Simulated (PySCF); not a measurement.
# Property card for `C[Si+](C)CCC1CC1`

Compound: C7H15Si (charge +1).
Atom-mapped SMILES: `[CH3:1][Si+:2]([CH3:3])[CH2:4][CH2:5][CH:6]1[CH2:7][CH2:8]1` (hydrogens: H9, H10, H11 on C1; H12, H13, H14 on C3; H15, H16 on C4; H17, H18 on C5; H19 on C6; H20, H21 on C7; H22, H23 on C8)

Some functional groups and rings: C–Si bond and cyclopropane ring.

From PBE0-D3(BJ)/def2-SVP geometry optimisation, gas phase (PySCF):

```
Point group                  : C1
Rotational constants A, B, C : 3.824, 0.674, 0.625 GHz
```

From B3LYP/def2-SVPD ground state, ΔSCF and vertical TDDFT (core frozen in the response) (PySCF):

```
HOMO energy                                                       : -11.20 eV
LUMO energy                                                       : -7.38 eV
HOMO–LUMO gap                                                     : 3.82 eV
Lowest singlet excitation                                         : 3.15 eV (394 nm, f = 0.010)
Strongest line among the 10 lowest singlet transitions            : S7 at 5.94 eV (209 nm, f = 0.051)
Lowest triplet excitation (Tamm–Dancoff)                          : 3.04 eV
Static isotropic polarisability                                   : 105.9 au
Vertical ionisation energy                                        : 13.38 eV
Vertical electron affinity                                        : 5.45 eV
Electronic spatial extent ⟨r²⟩ about the centre of nuclear charge : 1883 bohr²
```

**KT2/pcSseg-1 ground state and GIAO shieldings, non-relativistic (PySCF)**

```
13C chemical shifts (computed TMS as zero) by class         : 37.1 (C4), 31.0 (C5), 23.6 (C6), 14.2 (C1/C3), 12.1 (C7/C8) ppm
1H chemical shifts (computed TMS as zero) by class          : 2.54 (H15/H16), 2.03 (H9/H10/H11/H12/H13/H14), 1.41 (H17/H18), 1.31 (H19), 1.25 (H21/H22), 0.57 (H20/H23) ppm
Isotropic shieldings of nuclei other than C and H, by class : -21 (Si2) ppm
```

Monoisotopic mass of the ion (most abundant isotopes, electron mass counted): 127.0938 u.

The vertical singlet–triplet gap S1 − T1 is 0.11 eV (TDDFT singlet less Tamm–Dancoff triplet; S1: HOMO→LUMO, weight 0.96; T1: HOMO→LUMO, weight 0.96). −ε(LUMO) is 7.38 eV against a ΔSCF electron affinity of 5.45 eV. The polarisability is 15.70 Å³ as a volume (1 au = 0.148185 Å³), or 1.51 au for each of the 70 electrons. 1 of the 10 computed singlets lies in the visible range (750 to 380 nm, 1.65 to 3.26 eV), with an oscillator strength of 0.010. The rotational constants make it an asymmetric top with κ = (2B − A − C)/(A − C) = -0.97, nearer the prolate limit (−1). S1 lies 0.67 eV below the HOMO–LUMO gap; its leading configuration is HOMO→LUMO, weight 0.96. The largest Löwdin shares of the LUMO are 0.49 on Si2, 0.12 on C3, 0.11 on C1 and 0.10 on C4. In wavenumbers S1 is 25400 cm⁻¹ (1 eV = 8065.54 cm⁻¹).

 NMR classes are plain means over equivalent atoms (diastereotopic ones count apart unless rotation or inversion swaps them), as if these changed places fast; in this geometry the members of some classes differ.

Conformer computed: `[CH3:1][Si+:2]([CH3:3])[CH2:4][CH2:5][CH:6]1[CH2:7][CH2:8]1`: C1–Si2–C4–C5 -64°, Si2–C4–C5–C6 176°, C4–C5–C6–C7 -151°.

One conformer stands for the species.
